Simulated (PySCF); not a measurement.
In(Cl)(Br)(Me) (CH3BrClIn), SMILES [In]([Cl])([CH3])[Br]. Heavy atoms are numbered as in [In:1]([Cl:2])([Br:3])[CH3:4]. Hydrogens are named by the atom that carries them.

Geometry optimised at PBE-D3(BJ)/def2-SVP. The structure was generated by enumeration; whether it is a known compound was not checked. The def2 effective core potentials stand for the cores of In; spin–orbit coupling is left out.

Computed with ωB97X/def2-TZVP in PySCF.

ESP charges are fitted to the potential on shells at 1.4 to 2.0 van der Waals radii. Atomic charges (e), one atom of each kind:

```json
[
 {"atom": "In1", "Mulliken": "0.81", "ESP fit": "[?]", "Löwdin": "-0.02"},
 {"atom": "Cl2", "Mulliken": "-0.37", "ESP fit": "[?]", "Löwdin": "0.04"},
 {"atom": "Br3", "Mulliken": "-0.34", "ESP fit": "-0.29", "Löwdin": "0.07"},
 {"atom": "C4 (CH3)", "Mulliken": "-0.57", "ESP fit": "[?]", "Löwdin": "-0.50"},
 {"atom": "H on C4", "Mulliken": "0.16", "ESP fit": "0.16", "Löwdin": "0.14"}
]
```

What belongs in the gaps? (Estimate from the structure and the level; the computed values follow.)


- In1, ESP fit: 0.74
- Cl2, ESP fit: -0.34
- C4 (CH3), ESP fit: -0.63
